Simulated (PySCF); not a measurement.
## Two-component Hartree-Fock for Er⁴³⁺ (erbium, charge +43)

Start: [Ar] 3d7; 3d3/2 filled at m_j = -3/2, -1/2, +1/2, +3/2; 3d5/2 filled at m_j = +1/2, +3/2, +5/2. Calculated with PySCF 2.14 in an even-tempered Gaussian basis (16 s from 9.8 bohr⁻², ratio 2.8; 12 p from 13 bohr⁻², ratio 2.8; 8 d from 13 bohr⁻², ratio 2.8; 3 f from 46 bohr⁻², ratio 3): generalised Hartree-Fock with the X2C-1e Hamiltonian and a Gaussian nucleus; one run each with spin-orbit coupling (SO) switched off, then screened by Boettger's factors.

```tsv
spinor shell	electrons	ε, spin-free (eV)	ε, screened SO (eV)	weight of nominal j (screened SO)	rms radius, screened SO (bohr)
1s1/2	2	-60062.3	-60047.2	1.000	0.0231
2s1/2	2	-12059.1	-12053.3	1.000	0.0931
2p1/2	2	-10929.2	-11587.9	1.000	0.0795
2p3/2	4	-10929.2	-10649.4	1.000	0.0861
3s1/2	2	-4278.6	-4276.9	1.000	0.233
3p1/2	2	-3923.9	-4084.5	0.999	0.223
3p3/2	4	-3923.9	-3854.4	1.000	0.236
3d3/2	4	-3532.7	-3557.4	0.984	0.206
3d5/2	3	-3532.7	-3511.9	0.986	0.209
```

```tsv
quantity	spin-free	screened SO
E (hartree)	-11700.18522	-11712.54290
M_J	9/2	9/2
⟨J²⟩	24.750	24.751
⟨L²⟩	12.000	15.568
⟨S²⟩	3.750	2.635
```

Each row is a mean over spinors that exchange with the open shell spreads, by up to 38.665 eV (3p3/2).

Breit and QED terms are absent; they matter most for the inner s and p1/2 levels.

Densities and radii are taken from the X2C orbitals without a picture-change correction, which distorts them close to the nucleus.

Without spin-orbit coupling the j labels of p, d and f shells carry no meaning; the spin-free column gives the mean over the occupied spinors of each nl shell.
